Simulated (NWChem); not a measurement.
Species: C2H4ClNOSi; SMILES O=C/N=C/[SiH2]Cl

```xyz
10

O     -0.0563     3.8704     0.0000
C     -0.4977     2.7532     0.0000
N      0.3339     1.5870     0.0000
C     -0.2968     0.4710     0.0000
Si     0.7730    -1.0947     0.0000
Cl    -0.4797    -2.7538     0.0000
H     -1.5923     2.5380     0.0000
H     -1.4028     0.4311     0.0000
H      1.6036    -1.1225     1.2230
H      1.6036    -1.1225    -1.2230
```
Atoms are numbered in this order, from 1.

Results from NWChem. Medium grid unless said otherwise, to which SCAN and Minnesota functionals are sensitive. Geometry: optimised at B3LYP/6-31G* (spherical d). Total energies of different functionals are on different scales.

| level | energy (Ha) | highest occupied level (eV) | orbital gap (eV) | dipole (D) | relative time |
|---|---|---|---|---|---|
| PBE/def2-TZVP | -957.8282 | -6.46 | 2.60 | 2.41 | 1 |
| B3LYP/def2-TZVP | -958.4436 | -7.73 | 4.67 | 2.65 | 1 |
| Hartree-Fock/def2-TZVP | -955.9349 | -11.60 | 12.75 | 3.25 | 1 |
| CAM-B3LYP/def2-TZVP | -958.3341 | -9.37 | 7.72 | 2.75 | 20 |
| M06-2X/def2-TZVP | -958.2823 | -9.35 | 7.51 | 2.65 | 1 |

Times are rough ratios from one shared machine.
